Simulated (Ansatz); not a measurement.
Geometry optimisation, RKS PBE0-D4/STO-3G in Ansatz.

The input (input.yaml):

```yaml
crystal:
  periodic: [false, false, false]
  atoms:
    - { symbol: C, position_ang: [-0.6349, -2.133, -0.9855] }
    - { symbol: C, position_ang: [-0.3535, -1.0813, -0.4393] }
    - { symbol: C, position_ang: [0.0138, 0.1228, 0.2123] }
    - { symbol: C, position_ang: [1.1286, 0.898, -0.2178] }
    - { symbol: Si, position_ang: [2.1306, 0.6449, -1.6923] }
    - { symbol: "N", position_ang: [-0.6756, 0.4427, 1.3599] }
    - { symbol: C, position_ang: [-1.9203, -0.1397, 1.7594] }
    - { symbol: H, position_ang: [-0.9386, -2.9673, -1.4977] }
    - { symbol: H, position_ang: [1.3222, 1.7983, 0.3799] }
    - { symbol: H, position_ang: [3.0999, 1.7761, -1.7241] }
    - { symbol: H, position_ang: [1.3202, 0.6553, -2.9054] }
    - { symbol: H, position_ang: [2.9159, -0.6065, -1.5602] }
    - { symbol: H, position_ang: [-0.5555, 1.3903, 1.6987] }
    - { symbol: H, position_ang: [-1.901, -1.214, 1.9074] }
    - { symbol: H, position_ang: [-2.2603, 0.2739, 2.7159] }
    - { symbol: H, position_ang: [-2.7143, 0.1167, 1.0329] }
basis:
  gaussian: { orbitals: STO-3G }
hamiltonian:
  xc: pbe0
  dispersion: d4
relax:
  f_tol: 0.02
  max_steps: 40
scf:
  lower_state_search: "off"
```

Run as:

```bash
$ ansatz run input.yaml --threads 1 --pin off --max-ram 2048MiB --backend cpu --events-out ev --progress --plain --runs-dir out
```

**Question.** Where does it end, and by what steps?

**Answer.** The forces met the threshold. Limits of this set-up: minimal basis. After 10 steps the energy has fallen by 0.603 eV; H14 moved furthest, 0.57 Å.

| step | energy less start (eV) | largest force component (eV/Å) | accepted |
| --- | --- | --- | --- |
| 0 | 0.0000 | 4.178 | yes |
| 1 | -0.4705 | 1.150 | yes |
| 2 | -0.5224 | 0.309 | yes |
| 3 | -0.5500 | 0.226 | yes |
| 4 | -0.5839 | 0.489 | yes |
| 5 | -0.5934 | 0.210 | yes |
| 6 | -0.5983 | 0.126 | yes |
| 7 | -0.6014 | 0.108 | yes |
| 8 | -0.6025 | 0.028 | yes |
| 9 | -0.6028 | 0.042 | yes |
| 10 | -0.6029 | 0.015 | yes |

```xyz
16
Properties=species:S:1:pos:R:3
C -0.464 -2.158 -0.932
C -0.211 -1.141 -0.340
C 0.117 0.110 0.333
C 1.047 0.957 -0.168
Si 2.028 0.628 -1.699
N -0.534 0.313 1.610
C -1.981 -0.046 1.667
H -0.688 -3.071 -1.460
H 1.225 1.878 0.397
H 2.972 1.702 -1.890
H 1.163 0.561 -2.854
H 2.749 -0.619 -1.596
H -0.408 1.315 1.891
H -2.092 -1.102 1.383
H -2.331 0.084 2.703
H -2.616 0.566 0.999
```

The run took 36 s on 1 thread of Arm Neoverse V2, with other jobs on the host, peak memory 0.12 GiB.
